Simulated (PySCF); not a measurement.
**Frontier levels across methods**

Species: CH₇N₃Si₂.
Numbering: `[N:1]#[C:2][Si@@H:3]([NH2:4])[SiH2:5][NH2:6]` (hydrogens: H7 on Si3; H8, H9 on N4; H10, H11 on Si5; H12, H13 on N6)

Cartesian coordinates in Å at the PBE0-D3(BJ)/def2-SVP level; atoms count from 1:
```xyz
13
CH7N3Si2 angstrom
N     -1.8547    1.4437    2.1270
C     -1.5399    0.6297    1.3607
Si    -0.8814   -0.6177    0.1085
N     -1.5434   -0.4409   -1.4698
Si     1.4152   -0.1458    0.1345
N      1.7457    0.3809    1.7457
H     -1.2885   -1.9384    0.6623
H     -1.2343    0.3280   -2.0541
H     -2.5147   -0.6695   -1.6512
H      1.6680    0.8329   -0.9830
H      2.2311   -1.3604   -0.1675
H      1.1054    1.0242    2.2008
H      2.6969    0.5168    2.0678
```

Basis pcSseg-1 throughout (PySCF), one geometry. One conformer (not necessarily the lowest) at the PBE0-D3(BJ)/def2-SVP geometry, without solvent, vibrations or thermal averaging.

Question: How do the orbital energies, the gap and the dipole change with the method?

Answer: 
```csv
method,kind,HOMO (eV),LUMO (eV),gap (eV),μ (D),SCF cycles
BLYP,GGA,-5.95,-1.52,4.43,2.83,15
OPBE,GGA,-6.08,-1.55,4.53,2.79,16
PBE,GGA,-6.09,-1.70,4.39,2.82,15
B97-D,GGA,-6.10,-1.56,4.54,2.85,15
KT2,GGA,-6.18,-1.82,4.36,2.88,15
KT3,GGA,-6.18,-1.70,4.49,2.82,15
LDA,LDA,-6.20,-1.94,4.26,2.92,15
BP86,GGA,-6.21,-1.78,4.44,2.86,15
B97-2,global hybrid,-7.24,-0.84,6.40,2.90,14
B3LYP,global hybrid,-7.24,-1.01,6.24,2.90,14
PBE0,global hybrid,-7.49,-0.84,6.65,2.90,14
mPW1PW91,global hybrid,-7.53,-0.84,6.70,2.92,14
BHandHLYP,global hybrid,-8.77,0.13,8.91,2.98,13
CAM-B3LYP,range-separated hybrid,-8.86,0.27,9.13,2.92,13
wB97X-D,range-separated hybrid,-9.39,0.92,10.31,2.93,14
LC-wPBE,range-separated hybrid,-10.25,1.39,11.64,2.90,14
HF,Hartree–Fock,-10.74,2.51,13.26,3.04,12
```

The HOMO spans 4.79 eV, from BLYP down to HF, and the gap runs from 4.26 eV (LDA) to 13.26 eV (HF). Over the methods BLYP (0 %), OPBE (0 %), PBE (0 %), B97-D (0 %), KT2 (0 %), KT3 (0 %), LDA (0 %), BP86 (0 %), B97-2 (21 %), B3LYP (20 %), PBE0 (25 %), mPW1PW91 (25 %), BHandHLYP (50 %), HF (100 %), a straight line through the gap against the share of exact exchange rises by 0.89 eV for each 10 % (correlation coefficient 1.000). The dipole ranges from 2.79 D (OPBE) to 3.04 D (HF). This basis has no diffuse functions.
